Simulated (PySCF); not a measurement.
BrH2InO2, SMILES [OH][In]([OH])[Br].

Geometry optimised at B3LYP-D3(BJ)/def2-SVP. The structure was generated by enumeration; whether it is a known compound was not checked. The def2 effective core potentials stand for the cores of In; spin–orbit coupling is left out. One conformer was computed; it need not be the lowest.

Level of theory: PBE/def2-TZVP in PySCF.

Gas-phase values at a fixed geometry.

The total energy is -2915.56028 hartree and the point group comes out as Cs. The highest occupied level is -7.21 eV and the lowest empty level is -3.38 eV. The orbital gap comes out as 3.83 eV, the dipole moment comes out as 1.48 D and the quadrupole, principal values (traceless, Buckingham form, about the centre of nuclear charge) is -5.97, 2.58, 3.39 D·Å. The mean static polarisability is 65.2 bohr³ (9.66 Å³) and the polarisability, principal values is 45.2, 65.3, 85.1 bohr³.
